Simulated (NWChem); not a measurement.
Basis-set convergence for selenium dioxide (O₂Se)

SMILES: O=[Se]=O
```xyz
3

O      1.3523     0.0000    -0.5852
Se     0.0000     0.0000     0.2754
O     -1.3523     0.0000    -0.5852
```
Charge 0, spin multiplicity 1.

The numbers come from NWChem runs, not from measurements. The geometry was optimised at PBE0/def2-SVP, a minimum by its harmonic frequencies.

Quantity: LUMO energy at the level B3LYP.

The Hamiltonian is non-relativistic. B3LYP has NWChem's definition, with VWN1-RPA local correlation. The Pople sets run with spherical d functions.

```json
[
 {"basis": "cc-pVDZ", "functions": "55", "LUMO energy (eV)": "[?]"},
 {"basis": "6-31G*", "functions": "60", "LUMO energy (eV)": "[?]"},
 {"basis": "aug-pcseg-1", "functions": "82", "LUMO energy (eV)": "-4.52"},
 {"basis": "def2-SVPD", "functions": "87", "LUMO energy (eV)": "-4.52"},
 {"basis": "pcseg-2", "functions": "103", "LUMO energy (eV)": "-4.35"},
 {"basis": "def2-TZVP", "functions": "110", "LUMO energy (eV)": "-4.30"},
 {"basis": "def2-TZVPP", "functions": "110", "LUMO energy (eV)": "-4.30"},
 {"basis": "def2-TZVPD", "functions": "137", "LUMO energy (eV)": "-4.44"},
 {"basis": "aug-cc-pVTZ", "functions": "151", "LUMO energy (eV)": "-4.43"},
 {"basis": "cc-pVQZ", "functions": "178", "LUMO energy (eV)": "-4.35"}
]
```

What belongs in the gaps?


- cc-pVDZ, LUMO energy (eV): -3.86
- 6-31G*, LUMO energy (eV): -3.97
